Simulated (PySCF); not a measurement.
# A small calculation by hand: entropy of an ideal gas

B2F3, SMILES FB([B]F)F, multiplicity 2.

Geometry optimised at PBE0-D3(BJ)/def2-SVP. The isomer is the one that the SMILES or the coordinates give; other isomers of the formula were not compared. Other conformers were not sampled.

PBE0-D3(BJ)/def2-SVP in PySCF gives the harmonic wavenumbers 124, 204, 354, 414, 591, 682, 1226, 1399, 1521 cm⁻¹ and the rotational temperatures 0.4748, 0.1418, 0.1117 K. The molar mass is 78.62 g/mol, the symmetry number 1, the spin multiplicity 2.

**Question.** Work out the entropy at 298.15 K and 1 atm in the rigid-rotor, harmonic-oscillator model.

**Answer.** 
Translation (Sackur–Tetrode at 1 atm): S = R[1.5 ln M + 2.5 ln T − 1.16487] = 163.2 J/(mol K).
Rotation: q = (√π/σ) T^1.5/√(θA θB θC) = 105000, S = R[ln q + 3/2] = 108.6 J/(mol K).
Vibration: with u = 1.4388 ν/T, each mode gives R[u/(e^u − 1) − ln(1 − e^−u)]:
| ν (cm⁻¹) | modes | u | S (J/(mol K)) |
|---|---|---|---|
| 124 | 1 | 0.60 | 12.71 |
| 204 | 1 | 0.98 | 8.77 |
| 354 | 1 | 1.71 | 4.80 |
| 414 | 1 | 2.00 | 3.82 |
| 591 | 1 | 2.85 | 1.95 |
| 682 | 1 | 3.29 | 1.37 |
| 1226 | 1 | 5.92 | 0.16 |
| 1399 | 1 | 6.75 | 0.08 |
| 1521 | 1 | 7.34 | 0.05 |
These are all the modes. Sum 33.7 J/(mol K).
Spin: R ln 2 = 5.8 J/(mol K).
Total 311.3 J/(mol K); the program's own thermochemistry gives 311.3. Translation makes up 52 % and vibration 11 %. Anharmonicity, hindered rotation and orbital degeneracy are left out.
